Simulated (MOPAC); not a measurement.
MOPAC input (AM1):

```
AM1 PRECISE GNORM=0.05 LET XYZ UHF MS=0.5 GEO-OK AUX(PRECISION=9) THREADS=1
C4H9O

C    -0.06979756 1    1.52270279 1    0.26646729 1
C    -0.48264306 1    0.09644613 1    0.11446172 1
C    -1.80841303 1   -0.23503826 1   -0.47278997 1
O     0.46272251 1   -0.83930226 1   -0.23054878 1
C     1.75793190 1   -0.71070509 1    0.33012951 1
H     0.73453541 1    1.66023414 1    0.99105625 1
H    -0.92064145 1    2.11629180 1    0.60048702 1
H     0.27559418 1    1.95374659 1   -0.68873706 1
H    -1.83854725 1   -0.03392981 1   -1.55600324 1
H    -2.03836987 1   -1.29242768 1   -0.33407184 1
H    -2.59658567 1    0.35869297 1   -0.00829571 1
H     2.27893852 1    0.17435800 1   -0.04501381 1
H     2.31084766 1   -1.59949505 1    0.03275104 1
H     1.70997881 1   -0.66348621 1    1.42260637 1
```

Output:

```
 *******************************************************************************
 **                                                                           **
 **                              MOPAC v23.2.5                                **
 **                                                                           **
 *******************************************************************************
 ** MOPAC's Digital Object Identifier: https://doi.org/10.5281/zenodo.6511958 **
 **                                                                           **
 ** Please cite the open-source release paper for use of this MOPAC version:  **
 ** J. E. Moussa and J. J. P. Stewart (2026)                                  **
 ** MOPAC: An open-source semiempirical molecular orbital program             **
 ** J. Open Source Softw., 11(119), 8025, https://doi.org/10.21105/joss.08025 **
 *******************************************************************************

                              AM1 CALCULATION RESULTS

 *******************************************************************************
 *  AM1        - The AM1 Hamiltonian to be used
 *  GEO-OK     - OVERRIDE INTERATOMIC DISTANCE AND OTHER SAFETY CHECKS
 *  UHF        - UNRESTRICTED HARTREE-FOCK CALCULATION
 *  MS=        - IN MECI, MAGNETIC COMPONENT OF SPIN =  0.5
 *  LET        - OVERRIDE SOME SAFETY CHECKS
 *  PRECISE    - TIGHTER CRITERIA TO BE USED
 *  XYZ        - CARTESIAN COORDINATE SYSTEM TO BE USED
 *  GNORM      - EXIT WHEN GRADIENT NORM DROPS BELOW 0.050
 *  AUX        - OUTPUT AUXILIARY INFORMATION
 *******************************************************************************
AM1 PRECISE GNORM=0.05 LET XYZ UHF MS=0.5 GEO-OK AUX(PRECISION=9) THREADS=1
 C4H9O

   ATOM   CHEMICAL          X               Y               Z
  NUMBER   SYMBOL      (ANGSTROMS)     (ANGSTROMS)     (ANGSTROMS)

     1       C         -0.06979756  *   1.52270279  *   0.26646729  *
     2       C         -0.48264306  *   0.09644613  *   0.11446172  *
     3       C         -1.80841303  *  -0.23503826  *  -0.47278997  *
     4       O          0.46272251  *  -0.83930226  *  -0.23054878  *
     5       C          1.75793190  *  -0.71070509  *   0.33012951  *
     6       H          0.73453541  *   1.66023414  *   0.99105625  *
     7       H         -0.92064145  *   2.11629180  *   0.60048702  *
     8       H          0.27559418  *   1.95374659  *  -0.68873706  *
     9       H         -1.83854725  *  -0.03392981  *  -1.55600324  *
    10       H         -2.03836987  *  -1.29242768  *  -0.33407184  *
    11       H         -2.59658567  *   0.35869297  *  -0.00829571  *
    12       H          2.27893852  *   0.17435800  *  -0.04501381  *
    13       H          2.31084766  *  -1.59949505  *   0.03275104  *
    14       H          1.70997881  *  -0.66348621  *   1.42260637  *

          CARTESIAN COORDINATES

    NO.       ATOM           X           Y           Z

     1         C         -0.0698      1.5227      0.2665
     2         C         -0.4826      0.0964      0.1145
     3         C         -1.8084     -0.2350     -0.4728
     4         O          0.4627     -0.8393     -0.2305
     5         C          1.7579     -0.7107      0.3301
     6         H          0.7345      1.6602      0.9911
     7         H         -0.9206      2.1163      0.6005
     8         H          0.2756      1.9537     -0.6887
     9         H         -1.8385     -0.0339     -1.5560
[...]
   1    C       -0.042473040     1.486197709     0.279401175
   2    C       -0.450797758     0.126655239    -0.078289963
   3    C       -1.820947880    -0.231401398    -0.468478779
   4    O        0.415116190    -0.933303406    -0.077910347
   5    C        1.758359680    -0.640688873     0.290317190
   6    H        0.351302152     1.519084427     1.327529385
   7    H       -0.913717238     2.182187146     0.204922242
   8    H        0.764829279     1.851179408    -0.405930854
   9    H       -2.120075502     0.352692482    -1.374918408
  10    H       -1.903257881    -1.322176702    -0.698601739
  11    H       -2.527325147     0.016669116     0.363253440
  12    H        2.212755383     0.088602016    -0.423059549
  13    H        2.274724333    -1.631213404     0.224573938
  14    H        1.803724545    -0.241040781     1.332163918

           Empirical Formula: C4 H9 O  =    14 atoms

      MOLECULAR POINT GROUP   :   Cs

          ALPHA EIGENVALUES
 -39.58061 -33.26969 -29.14360 -26.94822 -21.17279 -17.20361 -16.72534 -16.29963
 -14.19745 -13.44372 -13.24273 -13.10749 -12.66967 -12.05137 -11.94983  -7.96900
   2.77820   3.85310   4.07343   4.19229   4.23691   4.35782   4.39103   4.67226
   4.68589   4.81882   4.92917   5.42977   6.63203

           BETA EIGENVALUES
 -39.14229 -32.87565 -29.12525 -26.92174 -20.64942 -16.92709 -16.20101 -16.16190
 -13.88573 -13.42752 -13.10075 -13.04979 -12.61332 -11.99452 -11.38491   1.50939
   3.12911   4.08194   4.13209   4.20695   4.39038   4.44444   4.45847   4.74329
   4.86748   4.94095   5.05592   5.68965   6.99596

              NET ATOMIC CHARGES AND DIPOLE CONTRIBUTIONS

  ATOM NO.   TYPE          CHARGE      No. of ELECS.   s-Pop       p-Pop
    1          C          -0.174565        4.1746     1.21020     2.96436
    2          C          -0.156975        4.1570     1.24456     2.91242
    3          C          -0.148077        4.1481     1.20802     2.94005
    4          O          -0.188737        6.1887     1.86542     4.32331
    5          C          -0.076290        4.0763     1.24244     2.83385
    6          H           0.081333        0.9187     0.91867
    7          H           0.089644        0.9104     0.91036
    8          H           0.081299        0.9187     0.91870
    9          H           0.080834        0.9192     0.91917
   10          H           0.094746        0.9053     0.90525
   11          H           0.080827        0.9192     0.91917
   12          H           0.068108        0.9319     0.93189
   13          H           0.099738        0.9003     0.90026
   14          H           0.068116        0.9319     0.93188
 DIPOLE           X         Y         Z       TOTAL
 POINT-CHG.     0.426     0.870     0.265     1.004
 HYBRID         0.232     0.284     0.109     0.383
 SUM            0.658     1.154     0.374     1.380

          ATOMIC ORBITAL ELECTRON POPULATIONS

     Atom    s        px        py        pz
    1  C   1.21020   1.01941   0.93605   1.00891
    2  C   1.24456   0.91094   0.87578   1.12570
    3  C   1.20802   0.91226   1.02557   1.00223
    4  O   1.86542   1.18491   1.32352   1.81489
    5  C   1.24244   0.82931   1.01546   0.98908
    6  H   0.91867
    7  H   0.91036
    8  H   0.91870
    9  H   0.91917
   10  H   0.90525
   11  H   0.91917
   12  H   0.93189
   13  H   0.90026
   14  H   0.93188

                    (SZ)    =    0.500000
                    (S**2)  =    0.759001

          ATOMIC ORBITAL SPIN POPULATIONS

    Atom   Total    s     px     py     pz
         Atomic
    1  C -0.0894 -0.009 -0.015 -0.041 -0.026
    2  C  0.9352  0.057  0.075  0.060  0.743
    3  C -0.0885 -0.009 -0.046 -0.010 -0.024
    4  O  0.0850  0.005  0.003 -0.024  0.102
    5  C -0.0042 -0.000 -0.002  0.000 -0.002
    6  H  0.0379  0.038
    7  H  0.0044  0.004
    8  H  0.0375  0.038
    9  H  0.0357  0.036
   10  H  0.0049  0.005
   11  H  0.0358  0.036
   12  H  0.0041  0.004
   13  H -0.0024 -0.002
   14  H  0.0040  0.004

 **********************
 *                    *
 * JOB ENDED NORMALLY *
 *                    *
 **********************

 == MOPAC DONE ==
```

The geometry given is a B3LYP-D3(BJ)/def2-TZVP minimum.
